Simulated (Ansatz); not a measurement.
CH6AlBrSi, SMILES `[CH3][Al]([SiH3])[Br]`. Total charge 0; spin multiplicity 1. Geometry: relaxed with PBE0-D4/def2-TZVP.

```xyz
10

C    -0.946   -0.094   -1.706
Al   -0.495   -0.554    0.127
Si    1.255    0.521    1.462
Br   -1.669   -2.216    1.139
H    -0.074   -0.215   -2.358
H    -1.246    0.957   -1.775
H    -1.757   -0.709   -2.101
H     1.362   -0.050    2.831
H     0.990    1.984    1.588
H     2.582    0.377    0.794
```

Problem. What is the dipole moment at r2SCAN/def2-TZVPP? (An estimate is asked.)

Solution. The calculation gave: 1.76 D, with components (0.37, 1.04, -1.36) D in this frame, pointing from negative to positive charge.

Problem. And with PBE, B3LYP, ωB97M-V? (Estimate.)

Solution. Computed: PBE 1.70 D, B3LYP 1.74 D, ωB97M-V 1.78 D.

Problem. Give the Mulliken charges with r2SCAN, ωB97M-V, B3LYP in def2-TZVPP. (Best estimate.)

Solution. Computed: 
```tsv
atom	r2SCAN	ωB97M-V	B3LYP
C1	-0.38	-0.50	-0.43
Al2	0.58	0.51	0.51
Si3	0.02	-0.07	0.04
Br4	-0.26	-0.23	-0.26
H5	0.07	0.11	0.10
H6	0.07	0.11	0.10
H7	0.08	0.12	0.11
H8	-0.05	-0.01	-0.05
H9	-0.06	-0.02	-0.06
H10	-0.06	-0.02	-0.06
```

B3LYP here is the variant with VWN-RPA as its local correlation; programs differ in this.
